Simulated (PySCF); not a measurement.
Compound: CH₈N₃Si₃ (charge -1).
Atom-mapped SMILES: `[N:1]#[C:2][SiH2:3][NH:4][SiH2:5][N-:6][SiH3:7]` (hydrogens: H8, H9 on Si3; H10 on N4; H11, H12 on Si5; H13, H14, H15 on Si7)

Cartesian coordinates in Å at the GFN2-xTB level; atoms count from 1:
```
atom  x, y, z in Å
N1    -3.5740    2.3559    0.7546
C2    -3.0799    1.3579    0.4765
Si3   -2.3522   -0.3152    0.0392
N4    -1.1644   -0.0695   -1.1313
Si5    0.4642    0.6254   -0.8083
N6     1.4551   -0.6342   -0.3779
Si7    3.0746   -0.8154    0.0084
H8    -2.0615   -0.9044    1.3587
H9    -3.4872   -1.0505   -0.5615
H10   -1.0766   -0.8131   -1.8050
H11    0.6918    1.3448   -2.0939
H12    0.1328    1.7015    0.1587
H13    3.5953   -0.0404    1.1732
H14    4.0663   -0.4925   -1.0621
H15    3.3113   -2.2423    0.3432
```

Theory: TDDFT B3LYP/def2-SVPD, vertical, gas phase, core orbitals frozen in the response in PySCF.

Kohn–Sham orbitals with the atoms that hold most of them (Löwdin shares over 4%, at most four atoms; ? is withheld):

```tsv
orbital	ε (eV)	atoms
LUMO+2	3.34	Si3 45%, H9 16%, C2 14%, H8 12%
LUMO+1	2.96	N1 32%, C2 32%, Si3 21%, H8 7%
LUMO	2.45	?
HOMO	?	?
HOMO-1	-2.16	N6 59%, Si7 13%, Si5 11%
HOMO-2	-3.78	N4 52%, Si3 10%, N6 9%, Si5 8%
HOMO-3	-4.84	Si7 24%, H14 16%, Si5 15%, H11 10%
```

Question: Which atoms hold the LUMO, and with what shares?

Answer: Si3 (bonded to C, N and 2 H) 25%; C2 (bonded to N and Si) 23%; N1 (bonded to C) 23%; H9 (bonded to Si) 8%.

Question: Give the leading atoms of the HOMO.

Answer: N6 (bonded to 2 Si) 58%; Si5 (bonded to 2 N and 2 H) 14%; Si7 (bonded to N and 3 H) 13%; H14 (bonded to Si) 4%. By element: nitrogen 58% or more, silicon 27% or more, hydrogen 4% or more.

Question: What is the HOMO energy, and the HOMO–LUMO gap?

Answer: ε(HOMO) = -1.77 eV; the gap is 4.22 eV (0.1553 hartree).

Question: How does S1 compare with the orbital gap of 4.22 eV?

Answer: S1 is at 3.57 eV (f = 0.0011), 0.66 eV below the gap, made of HOMO→LUMO (99%). Without the coupling terms of the response equations the lowest excitation would equal the gap.

Question: One configuration dominates each of S1, S2, S3 and S4. Which, and how do the shares of the two leading atoms of either orbital change from the occupied to the empty one?

Answer: 
- S1 (3.57 eV, f 0.0011), HOMO→LUMO (99%): N6 58% → at most 9%, Si5 14% → at most 9%, Si3 at most 5% → 25%, C2 at most 5% → 23%
- S2 (4.00 eV, f 0.030), HOMO-1→LUMO (99%): N6 59% → at most 9%, Si7 13% → at most 9%, Si3 at most 4% → 25%, C2 at most 4% → 23%
- S3 (4.14 eV, f 0.0035), HOMO→LUMO+1 (99%): N6 58% → at most 7%, Si5 14% → at most 7%, N1 at most 5% → 32%, C2 at most 5% → 32%
- S4 (4.52 eV, f 0.013), HOMO-1→LUMO+1 (96%): N6 59% → at most 7%, Si7 13% → at most 7%, N1 at most 4% → 32%, C2 at most 4% → 32%

One conformer stands for the species.
